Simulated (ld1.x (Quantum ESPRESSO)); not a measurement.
# What one change does to a pseudopotential (tin (Sn), TM)

```
Element                 : Sn (Z = 50)
Generator               : ld1.x (Quantum ESPRESSO) 7.5
Type                    : norm-conserving Troullier–Martins (Kleinman–Bylander form)
Functional              : LDA (PZ)
Relativity              : scalar-relativistic
Frozen core             : [Kr]
Valence charge          : 14
Reference configuration : 4d10 5s1.75 5p2.25
Partial waves           : 5s (bound): rc 1.45 bohr; 5p (bound): rc 1.95 bohr; 4d (bound): rc 1.60 bohr
Local potential         : the d channel
Core correction         : Bessel-smoothed model core, default radius (core density twice the valence density)
```

Change: wave 5s (bound): rc 1.45 bohr becomes 5s (bound): rc 1.18 bohr.

Cutoffs: the cutoffs (Ry, on a coarse ladder) from which the occupation-weighted sum of valence levels, in a spherical-Bessel basis at the reference potential, stays within 10 and 1 mRy of its value at 400 Ry; they do not see the model core or the augmentation charge, which bear on the density cutoff. Errors are all-electron minus pseudo energies relative to the spin-unpolarised reference configuration.

How do hardness, ghosts and transferability respond?

Both files keep a bound ghost (p, s); of the 9 tests that both files solve, the error grows in 8 and shrinks in 0 by more than 15 % and 0.3 meV (median size 3.9 → 14.9 meV). That the errors move this way runs against the usual rule that smaller radii transfer better.

| quantity | base | changed |
| --- | --- | --- |
| cutoff, loose | 90 Ry | 300 Ry |
| cutoff, tight | 160 Ry | over 300 Ry |
| loose cutoff by channel (10 mRy a level) | s 40 Ry, p 25 Ry, d 70 Ry | s 300 Ry, p 25 Ry, d 70 Ry |
| bound ghosts | s, p | s, p |
| error for 4d10 5s2 5p2, meV [ΔE -1.74 eV] | -0.3 | -4.1 |
| error for 4d10 5s2 5p1, meV [ΔE 5.35 eV] | -3.9 | -15 |
| error for 4d10 5s2 5p0, meV [ΔE 19.62 eV] | -14 | -42 |
| error for 4d10 5s1 5p2, meV [ΔE 13.09 eV] | -4.9 | -32 |
| error for 4d10 5s2 5p1.5, meV [ΔE 0.97 eV] | -1.6 | -8.0 |
| error for 4d9 5s2 5p3, meV [ΔE 22.60 eV] | -219 | -222 |
| error for 4d10 5s0 5p4, meV [ΔE 12.66 eV] | -25 | -220 |
| error for 4d10 5s1.75 5p2.25 (spin-polarised), meV [ΔE -0.75 eV] | +2.1 | +2.6 |
| error for 4d10 5s2 5p2 (spin-polarised), meV [ΔE -2.22 eV] | +0.9 | -3.0 |
| s: phases at 2.16 bohr within 0.05 rad from the reference energy up to (Ry; the scan ends near 5) | 4.8 | to the end of the scan |
| p: phases at 2.16 bohr within 0.05 rad from the reference energy up to (Ry; the scan ends near 5) | to the end of the scan | to the end of the scan |
| d: phases at 2.16 bohr within 0.05 rad from the reference energy up to (Ry; the scan ends near 5) | 2.0 | 2.0 |

 A true bound ghost makes a file unfit for plane-wave use even where its test errors are small: the radial tests pick states by their node count and pass the ghost by.
